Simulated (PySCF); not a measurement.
**Germanium: a sound run and one with changed settings**

Sound run: Ge [Ar] 3d10 4s2 4p2, Ge⁺ [Ar] 3d10 4s2 4p1. Computed with PySCF 2.14 in def2-SVP (5s4p3d, 32 functions), with the non-relativistic Hamiltonian (point nucleus). The sound run starts from symmetry-adapted Hartree-Fock orbitals and uses a fine grid where one is needed.

Changed run: 26 angular points. This setting is unsound on purpose.

| species | method | sound run (hartree) | changed run (hartree) | converged |
| --- | --- | --- | --- | --- |
| Ge | UHF | -2075.05805 | -2075.05805 | yes |
| Ge | TPSS | -2076.62856 | -2076.62860 | yes |
| Ge | BP86 | -2076.92052 | -2076.92054 | yes |
| Ge⁺ | UHF | -2074.78435 | -2074.78435 | yes |
| Ge⁺ | TPSS | -2076.33701 | -2076.33715 | yes |
| Ge⁺ | BP86 | -2076.62580 | -2076.62579 | yes |

Ionisation energy of Ge:

| method | sound run (eV) | changed run (eV) |
| --- | --- | --- |
| UHF | 7.448 | 7.448 |
| TPSS | 7.933 | 7.931 |
| BP86 | 8.020 | 8.021 |

A coarse angular grid integrates products of high-l functions wrongly, so density functionals can shift, and the SCF can exploit the error; Hartree-Fock and MP2 need no grid.

For comparison, NIST gives 7.899 eV between the lowest levels.
